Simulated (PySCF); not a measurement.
Os²⁺ (osmium, charge +2) across methods

[Xe] 4f14 5d6, high-spin 5D determinant. Computed with PySCF 2.14 in ANO-RCC-VTZP (8s7p5d3f2g1h, 104 functions), with scalar relativity by spin-free X2C-1e.

```csv
method,E (hartree),mean ε 5p β (eV),mean ε 5d α (eV),mean ε 5d β (eV),Σ⟨r²⟩ (bohr²),⟨S²⟩
r2SCAN,-17254.04,-67.572,-24.340,-21.865,42.40,6.003
UHF,-17248.58161,-75.744,-29.840,-26.162,42.06,6.006
PBE,-17253.99,-66.651,-24.053,-21.629,42.75,6.001
LDA,-17243.02,-67.165,-24.217,-21.829,42.83,6.001
```

(1) Estimate the same row for PBE0.

Spin-orbit coupling, absent here, splits the open shell strongly.

Results:

(1) E (hartree) = -17253.75; mean ε 5p β (eV) = -69.245; mean ε 5d α (eV) = -25.679; mean ε 5d β (eV) = -23.012; Σ⟨r²⟩ (bohr²) = 42.42; ⟨S²⟩ = 6.002.
